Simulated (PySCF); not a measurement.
# Steps of a relaxation of [PbF]+

[PbF]+ (singlet). PySCF 2.14.0, RKS PBE0, Pb def2-SVP with ECP60, F def2-SVP; non-relativistic Hamiltonian with scalar-relativistic core potentials where named; density fitting; no spin-orbit coupling. Origin of the start: template. Columns: position (Å) and force (eV/Å). Energies are counted from the last step; some of the 4 steps are shown. Forces carry noise of the integration grid, about 0.01 to 0.03 eV/Å.

Run from Python with OMP_NUM_THREADS=2. Where DIIS fails, smearing, a level shift and second-order steps follow.
It took 1.4 s on 2 threads of Arm Neoverse V2, on a shared host, from the converged density of the start.

```xyz
2
step 0  E = 0.060 eV
Pb    0.0000    0.0000   -0.1735     0.00    0.00    1.57
F     0.0000    0.0000    1.8991     0.00    0.00   -1.57
```

```xyz
2
step 1  E = 0.007 eV
Pb    0.0000    0.0000   -0.1263     0.00    0.00   -0.64
F     0.0000    0.0000    1.8519     0.00    0.00    0.64
```

```xyz
2
step 2  E = 0.000 eV
Pb    0.0000    0.0000   -0.1399     0.00    0.00    0.11
F     0.0000    0.0000    1.8655     0.00    0.00   -0.11
```

Question: Where does the relaxation end?

Answer: It converges at step 3 in C∞v:
```xyz
2
step 3  E = 0
Pb    0.0000    0.0000   -0.1379
F     0.0000    0.0000    1.8636
```

Question: How did the contacts change?

Answer: 
| contact | start (Å) | end (Å) |
| --- | --- | --- |
| Pb1–F2 (F) | 2.073 | 2.001 |
